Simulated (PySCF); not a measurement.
**Ca (calcium, neutral) across methods**

[Ar] 3d2, high-spin 3F determinant (an excited configuration). Computed with PySCF 2.14 in aug-cc-pVQZ-X2C (8s7p5d3f2g, 93 functions), with scalar relativity by spin-free X2C-1e. The B2PLYP total includes its PT2 part (frozen core); its orbital energies are those of the SCF part.

```tsv
method	E (hartree)	mean ε 3p α (eV)	mean ε 3p β (eV)	mean ε 3d α (eV)	Σ⟨r²⟩ (bohr²)	⟨S²⟩
wB97X	-680.282	-29.694	-28.955	-2.761	55.94	2.001
M06-2X	-680.286	-29.634	-28.921	-1.984	56.76	2.000
UHF	-679.43767	-34.470	-33.326	-2.747	61.42	2.001
r2SCAN	-680.264	-25.845	-25.083	-1.047	58.81	2.001
PBE0	-680.120	-27.551	-26.742	-1.562	58.48	2.000
B2PLYP	-680.069	-30.002	-29.050	-1.957	58.71	2.001
LDA	-678.433	-25.136	-24.508	-1.055	59.75	2.000
```

Problem. Estimate the same row for PBE.

Solution. E (hartree) = -680.091; mean ε 3p α (eV) = -25.205; mean ε 3p β (eV) = -24.560; mean ε 3d α (eV) = -1.124; Σ⟨r²⟩ (bohr²) = 60.54; ⟨S²⟩ = 2.000.
